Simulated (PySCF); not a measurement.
Delta-SCF ions had no search for a lower state. 

## H2BO3, SMILES `[O-]B(O)O` (O–B–O–H torsion 180°, O–B–O–H torsion 0°) (charge -1, multiplicity 1)

Level of theory: PySCF 2.14.0 with CAM-B3LYP-D3(BJ)/def2-TZVPD.

The HOMO comes out as -2.51 eV. The vertical detachment energy (Delta-SCF) is 3.54 eV. The total energy is -251.9449 Ha. The cost comes out as about 80 core-seconds (a rough figure).

```xyz
6

O     -0.8796     1.3704    -0.4427
B     -0.0929     0.4125    -0.1067
O      1.3230     0.4913     0.0945
O     -0.5212    -0.9552     0.1333
H      1.6398    -0.3813     0.3389
H     -1.4692    -0.9376    -0.0173
```
Charge -1, spin multiplicity 1.
